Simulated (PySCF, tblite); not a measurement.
Isomers of C4H13NSi3, one GFN2-xTB conformer each. Single-point energies are computed at PBE0/pcSseg-1 (PySCF, gas phase, no added dispersion term), electronic only.

Question: Rank them by PBE0/pcSseg-1 energy, lowest first (kcal/mol).
A. `[CH3:1][Si@:2]([SiH3:3])([CH2:4][SiH3:5])[CH2:6][C:7]#[N:8]` with C1–Si2–C4–Si5 -171°, C1–Si2–C6–C7 61°
B. `[CH3:1][C@@H:2]([SiH2:3][C:4]#[N:5])[SiH2:6][CH2:7][SiH3:8]` with C1–C2–Si3–C4 -168°, C1–C2–Si6–C7 173°, C2–Si6–C7–Si8 178°
C. `[CH3:1][CH2:2][Si:3]([SiH3:4])([SiH3:5])[CH2:6][C:7]#[N:8]` with C1–C2–Si3–Si4 -52°, C2–Si3–C6–C7 176°
D. `[N:1]#[C:2][C@@H:3]([SiH3:4])[CH2:5][SiH2:6][CH2:7][SiH3:8]` with C2–C3–C5–Si6 70°, C3–C5–Si6–C7 -70°, C5–Si6–C7–Si8 -179°

Answer: A (0.0), B (4.0), C (10.2), D (16.1).

As drawn, the lowest has an Si–Si bond, which the highest lacks. GFN2-xTB itself gives, in the same order: 9.4, 11.5, 12.3, 0.0. GFN2-xTB puts N#C[C@@H]([SiH3])C[SiH2]C[SiH3] lowest instead; measured from each level's own lowest isomer, the values differ by up to 16.1 kcal/mol (N#C[C@@H]([SiH3])C[SiH2]C[SiH3]: 0.0 against 16.1).

Question: Which frontier levels, dipoles and rotational constants go with these structures?

Answer: 
```
                         SMILES  HOMO (eV, PBE0/pcSseg-1)  LUMO (eV)  dipole (D)       A, B, C (MHz)
    C[Si@]([SiH3])(C[SiH3])CC#N                     -8.44      -0.37        3.47  1109, 929.3, 641.2
C[C@@H]([SiH2]C#N)[SiH2]C[SiH3]                     -8.38      -0.44        3.59  1369, 706.3, 492.9
     CC[Si]([SiH3])([SiH3])CC#N                     -8.35      -0.81        4.64  1081, 844.1, 737.6
N#C[C@@H]([SiH3])C[SiH2]C[SiH3]                     -8.11      -0.06        3.36  2531, 485.5, 422.1
```

Question: What happens when harmonic zero-point energies from GFN2-xTB frequencies are added?

Answer: 
```json
{"SMILES": "C[Si@]([SiH3])(C[SiH3])CC#N", "ZPE (kcal/mol)": "92.4", "electronic (kcal/mol)": "0.0", "with ZPE (kcal/mol)": "0.0"}
{"SMILES": "C[C@@H]([SiH2]C#N)[SiH2]C[SiH3]", "ZPE (kcal/mol)": "92.0", "electronic (kcal/mol)": "4.0", "with ZPE (kcal/mol)": "3.6"}
{"SMILES": "CC[Si]([SiH3])([SiH3])CC#N", "ZPE (kcal/mol)": "93.2", "electronic (kcal/mol)": "10.2", "with ZPE (kcal/mol)": "11.1"}
{"SMILES": "N#C[C@@H]([SiH3])C[SiH2]C[SiH3]", "ZPE (kcal/mol)": "90.6", "electronic (kcal/mol)": "16.1", "with ZPE (kcal/mol)": "14.3"}
```

The zero-point energies span 2.6 kcal/mol. The order is unchanged.
